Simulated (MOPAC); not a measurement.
Job for MOPAC: PM6 on Ge2H8 (a complex), monomers drawn apart or pushed together.

```
PM6 1SCF PRECISE CHARGE=0 THREADS=1
Ge2H8

Ge     0.12721440 1    -0.06567561 1     0.38920267 1
H      0.50711535 1     0.36237339 1    -1.03629169 1
H      1.20839491 1    -0.99935054 1     0.95173922 1
H     -1.22211318 1    -0.79753565 1     0.36392592 1
H      0.01642066 1     1.17908033 1     1.28262354 1
Ge    -0.22827920 1     0.11777799 1     6.15926790 1
H      1.24605723 1     0.30333445 1     5.77409783 1
H     -0.87972647 1    -0.89471717 1     5.20537914 1
H     -0.96079862 1     1.46293693 1     6.05280003 1
H     -0.32242751 1    -0.40638438 1     7.60025614 1
```

Output:

```
*******************************************************************************
 **                                                                           **
 **                              MOPAC v23.2.5                                **
 **                                                                           **
 *******************************************************************************
 ** MOPAC's Digital Object Identifier: https://doi.org/10.5281/zenodo.6511958 **
 **                                                                           **
 ** Please cite the open-source release paper for use of this MOPAC version:  **
 ** J. E. Moussa and J. J. P. Stewart (2026)                                  **
 ** MOPAC: An open-source semiempirical molecular orbital program             **
 ** J. Open Source Softw., 11(119), 8025, https://doi.org/10.21105/joss.08025 **
 *******************************************************************************

                              PM6 CALCULATION RESULTS

 *******************************************************************************
 *  PM6        - The PM6 Hamiltonian to be used
 *
 *
 *
 *                 CHARGE ON SYSTEM = 0
 *
 *
 *
 *  PRECISE    - TIGHTER CRITERIA TO BE USED
 *  1SCF       - DO 1 SCF AND THEN STOP
 *  THREADS=1  - MULTI-THREADING NOT USED
 *  T=         - A TIME OF 172800.0 SECONDS REQUESTED
 *  DUMP=N     - RESTART FILE WRITTEN EVERY 7200.0 SECONDS REQUESTED
 *******************************************************************************
PM6 1SCF PRECISE CHARGE=0 THREADS=1
 Ge2H8

   ATOM   CHEMICAL          X               Y               Z
  NUMBER   SYMBOL      (ANGSTROMS)     (ANGSTROMS)     (ANGSTROMS)

     1      Ge          0.12721440  *  -0.06567561  *   0.38920267  *
     2       H          0.50711535  *   0.36237339  *  -1.03629169  *
     3       H          1.20839491  *  -0.99935054  *   0.95173922  *
     4       H         -1.22211318  *  -0.79753565  *   0.36392592  *
     5       H          0.01642066  *   1.17908033  *   1.28262354  *
     6      Ge         -0.22827920  *   0.11777799  *   6.15926790  *
     7       H          1.24605723  *   0.30333445  *   5.77409783  *
     8       H         -0.87972647  *  -0.89471717  *   5.20537914  *
     9       H         -0.96079862  *   1.46293693  *   6.05280003  *
    10       H         -0.32242751  *  -0.40638438  *   7.60025614  *



          CARTESIAN COORDINATES

    NO.       ATOM           X           Y           Z

     1        Ge          0.1272     -0.0657      0.3892
     2         H          0.5071      0.3624     -1.0363
     3         H          1.2084     -0.9994      0.9517
     4         H         -1.2221     -0.7975      0.3639
     5         H          0.0164      1.1791      1.2826
     6        Ge         -0.2283      0.1178      6.1593
     7         H          1.2461      0.3033      5.7741
     8         H         -0.8797     -0.8947      5.2054
     9         H         -0.9608      1.4629      6.0528
    10         H         -0.3224     -0.4064      7.6003

 General Reference for PM6:
 "Optimization of Parameters for Semiempirical Methods V: Modification of NDDO Approximations
 and Application to 70 Elements", J. J. P. Stewart, J. Mol. Mod., 13, 1173-1213 (2007)
 URL: https://link.springer.com/article/10.1007/s00894-007-0233-4

           Empirical Formula: H8 Ge2  =    10 atoms



      MOLECULAR POINT GROUP   :   C1


      RHF CALCULATION, NO. OF DOUBLY OCCUPIED LEVELS = 8


 -------------------------------------------------------------------------------
 PM6 1SCF PRECISE CHARGE=0 THREADS=1
 Ge2H8



     1SCF WAS SPECIFIED, SO BFGS WAS NOT USED
     SCF FIELD WAS ACHIEVED


                              PM6 CALCULATION
                                                       MOPAC v23.2.5 Linux




          FINAL HEAT OF FORMATION =         34.54382 KCAL/MOL =     144.53136 KJ/MOL


          COSMO AREA              =        157.52 SQUARE ANGSTROMS
          COSMO VOLUME            =        139.10 CUBIC ANGSTROMS

          IONIZATION POTENTIAL    =         12.143730 EV
          HOMO LUMO ENERGIES (EV) =        -12.144  2.307
          NO. OF FILLED LEVELS    =          8
          MOLECULAR WEIGHT        =        153.2432         POINT GROUP:  C1

          MOLECULAR DIMENSIONS (Angstroms)

            Atom       Atom       Distance
            H    10    H     2     8.71029
            H     3    H     9     3.36384
            H     4    H     7     3.35169


          SCF CALCULATIONS        =          1





   ATOM   CHEMICAL          X               Y               Z
  NUMBER   SYMBOL      (ANGSTROMS)     (ANGSTROMS)     (ANGSTROMS)

     1      Ge          0.12721440  *  -0.06567561  *   0.38920267  *
     2       H          0.50711535  *   0.36237339  *  -1.03629169  *
     3       H          1.20839491  *  -0.99935054  *   0.95173922  *
     4       H         -1.22211318  *  -0.79753565  *   0.36392592  *
     5       H          0.01642066  *   1.17908033  *   1.28262354  *
     6      Ge         -0.22827920  *   0.11777799  *   6.15926790  *
     7       H          1.24605723  *   0.30333445  *   5.77409783  *
     8       H         -0.87972647  *  -0.89471717  *   5.20537914  *
     9       H         -0.96079862  *   1.46293693  *   6.05280003  *
    10       H         -0.32242751  *  -0.40638438  *   7.60025614  *

                             CARTESIAN COORDINATES

   1   Ge        0.127214400    -0.065675610     0.389202670
   2    H        0.507115350     0.362373390    -1.036291690
   3    H        1.208394910    -0.999350540     0.951739220
   4    H       -1.222113180    -0.797535650     0.363925920
   5    H        0.016420660     1.179080330     1.282623540
   6   Ge       -0.228279200     0.117777990     6.159267900
   7    H        1.246057230     0.303334450     5.774097830
   8    H       -0.879726470    -0.894717170     5.205379140
   9    H       -0.960798620     1.462936930     6.052800030
  10    H       -0.322427510    -0.406384380     7.600256140


           Empirical Formula: H8 Ge2  =    10 atoms



      MOLECULAR POINT GROUP   :   C1


                  EIGENVALUES
 -19.40910 -19.39868 -12.18684 -12.17522 -12.17369 -12.16942 -12.16090 -12.14373
   2.30736   2.31027   2.31510   2.31549   2.31717   2.31825   3.57600   3.58195


              NET ATOMIC CHARGES AND DIPOLE CONTRIBUTIONS

  ATOM NO.   TYPE          CHARGE      No. of ELECS.   s-Pop       p-Pop
    1         Ge          -0.572263        4.5723     1.22208     3.35018
    2          H           0.143355        0.8566     0.85664
    3          H           0.142874        0.8571     0.85713
    4          H           0.142850        0.8572     0.85715
    5          H           0.143184        0.8568     0.85682
    6         Ge          -0.572241        4.5722     1.22207     3.35017
    7          H           0.142873        0.8571     0.85713
    8          H           0.143169        0.8568     0.85683
    9          H           0.142839        0.8572     0.85716
   10          H           0.143360        0.8566     0.85664
 DIPOLE           X         Y         Z       TOTAL
 POINT-CHG.    -0.002     0.001     0.001     0.002
 HYBRID        -0.000     0.000    -0.000     0.000
 SUM           -0.002     0.001     0.000     0.003


          ATOMIC ORBITAL ELECTRON POPULATIONS

     Atom    s        px        py        pz
    1 Ge   1.22208   1.11623   1.11676   1.11719
    2  H   0.85664
    3  H   0.85713
    4  H   0.85715
    5  H   0.85682
    6 Ge   1.22207   1.11630   1.11660   1.11727
    7  H   0.85713
    8  H   0.85683
    9  H   0.85716
   10  H   0.85664

 **********************
 *                    *
 * JOB ENDED NORMALLY *
 *                    *
 **********************




 == MOPAC DONE ==
```

The run finished.

Cost: roughly 0.04 core-seconds.
